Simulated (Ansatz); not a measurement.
One change: `FC/C=N\[SiH3]` becomes `C/C=N\[SiH3]`.

Ansatz, PBE0-D4/def2-TZVP geometries, multiplicity 1. Each molecule was computed in one conformer, which needn't be the lowest.

| property | `FC/C=N\[SiH3]` |
| --- | --- |
| HOMO–LUMO gap (PBE/def2-TZVPP) / eV | 3.62 |
| size of the dipole moment (B3LYP/def2-TZVPP) / D | 2.72 |
| LUMO energy (PBE0/def2-TZVPP) / eV | -0.99 |
| HOMO–LUMO gap (PBE0/def2-TZVPP) / eV | 6.07 |
| HOMO energy (B3LYP/def2-TZVPP) / eV | -6.85 |
| LUMO energy (ωB97M-V/def2-TZVPP) / eV | 1.19 |

(1) What does the change do to each property? (Best estimate.)

## Answers

(1) Ansatz gave: 
```tsv
property	`C/C=N\[SiH3]`	shift
HOMO–LUMO gap (PBE/def2-TZVPP) / eV	3.82	0.20
size of the dipole moment (B3LYP/def2-TZVPP) / D	2.18	-0.54
LUMO energy (PBE0/def2-TZVPP) / eV	-0.63	0.36
HOMO–LUMO gap (PBE0/def2-TZVPP) / eV	6.28	0.21
HOMO energy (B3LYP/def2-TZVPP) / eV	-6.69	0.16
LUMO energy (ωB97M-V/def2-TZVPP) / eV	1.58	0.39
```

With PBE0 the HOMO rises by 0.15 eV and the LUMO rises by 0.36 eV, so the gap widens by about 0.21 eV. PBE moves the HOMO by 0.13 eV and ωB97M-V by 0.15 eV. Dipoles are sizes alone; their direction can turn.

B3LYP here is the variant with VWN-RPA as its local correlation; programs differ in this.
